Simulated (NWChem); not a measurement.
System: HSeOCl; SMILES O[Se]Cl

```xyz
4

Se     0.4126     0.4706     0.0041
Cl    -0.1920    -1.6345     0.0079
O     -1.1584     1.3032     0.0702
H     -1.4970     1.3622    -0.8347
```
Atoms are numbered in this order, from 1.

Program: NWChem. Structure relaxed at the PBE0/def2-SVP level. B3LYP is NWChem's, with the RPA form of VWN correlation. Vertical excitations in the gas phase; the lowest state need not have the same character in each row.

Problem. Order these by “lowest excitation, singlet (eV)”, lowest first: Hartree-Fock/aug-cc-pVDZ, TDHF; LDA (Slater exchange, VWN5)/aug-cc-pVDZ, full TDDFT; PBE/aug-cc-pVDZ, full TDDFT; B3LYP/aug-cc-pVDZ, full TDDFT.

Solution. LDA (Slater exchange, VWN5)/aug-cc-pVDZ, full TDDFT (2.78), PBE/aug-cc-pVDZ, full TDDFT (2.85), B3LYP/aug-cc-pVDZ, full TDDFT (2.93), Hartree-Fock/aug-cc-pVDZ, TDHF (3.42)
